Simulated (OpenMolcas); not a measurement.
**Se²⁺: effect of the active space**

```yaml
Program: OpenMolcas
Method: CASSCF or its RAS form
Basis: ANO-RCC-VTZP
Scalar_Hamiltonian: DKH2, point nucleus
Spin-orbit_coupling: RASSI with atomic mean-field integrals over the reference wave functions, term energies averaged over their components
```

A. 2 electrons in 3 orbitals (4p); 2S+1 = 3 even, 3 roots; 2S+1 = 1 even, 6 roots; cost roughly 2.6 core-seconds
B. 4 electrons in 4 orbitals (4s 4p); 2S+1 = 3 even, 6 roots; 2S+1 = 1 even, 11 roots; 2S+1 = 5 odd, 1 root; 2S+1 = 3 odd, 9 roots; 2S+1 = 1 odd, 8 roots; cost of the order of 21 core-seconds
C. 4 electrons in 8 orbitals (4s 4p 5s 5p); 2S+1 = 3 even, 3 roots; 2S+1 = 1 even, 9 roots; 2S+1 = 5 odd, 1 root; 2S+1 = 3 odd, 9 roots; 2S+1 = 1 odd, 8 roots; cost about 27 core-seconds
D. 4 electrons in 9 orbitals (RAS2 4s 4p; RAS3 4d, at most 2 electrons); 2S+1 = 3 even, 6 roots; 2S+1 = 1 even, 12 roots; 2S+1 = 5 odd, 1 root; 2S+1 = 3 odd, 8 roots; 2S+1 = 1 odd, 8 roots; cost of the order of 50 core-seconds

Energies in cm⁻¹ above 4s² 4p² ³P₀, the measured ground level; measured values from Moore, Atomic Energy Levels, vol. II, NSRDS-NBS 35 (1971 reprint of NBS Circular 467, 1952).

```
      Level      A      B      C      D  Measured
4s² 4p² ³P₀    0.0    0.0    0.0    0.0       0.0
4s² 4p² ³P₁   1490   1553   1503   1520      1741
4s² 4p² ³P₂   3606   3627   3557   3595      3937
4s² 4p² ¹D₂  15447  15512  16511  14596     13032
4s² 4p² ¹S₀  34196  27290  27964  30255
```

Deviations, from unrounded energies. A percentage is the sum of absolute deviations over the sum of measured energies, with the sign that they share, or ± where signs differ.

```tsv
Against measurement	Levels	A	B	C	D
mean absolute deviation (cm-1)	3	1000	990	1400	710
fine structure of the ground term (%)	2	-10.3	-8.8	-10.9	-9.9
other terms of the ground configuration (%)	1	+18.5	+19.0	+26.7	+12.0
```

D lies closest to measurement on these levels and C furthest from it. The largest miss of D in the table is 4s² 4p² ¹D₂, by +1600 cm-1. The ranking rests on the paired levels alone, and a cruder setting can come out closer through cancelling errors.

Among A to D the level of the table that moves most is 4s² 4p² ¹S₀, by 6900 cm-1 (lowest in B, highest in A).

With the s shell closed, the reference lacks s² → p² mixing (holds for A). The run also gave levels led by 4s² 4p 5p, which use shells meant for correlation; these and all levels above them are left out (holds for C). The run also gave levels led by 4s 4p² 4d, 4s² 4p 4d, which use shells meant for correlation; these and all levels above them are left out (holds for D). Computed and measured levels are paired by configuration, term and J; levels that our copy of the source lacks, or whose pairing is in doubt (as where it misses far off the trend of its configuration), stay unpaired and out of the deviations. Only configurations of the active space appear. Levels that lie high or do not pair safely by name in every column are left out.
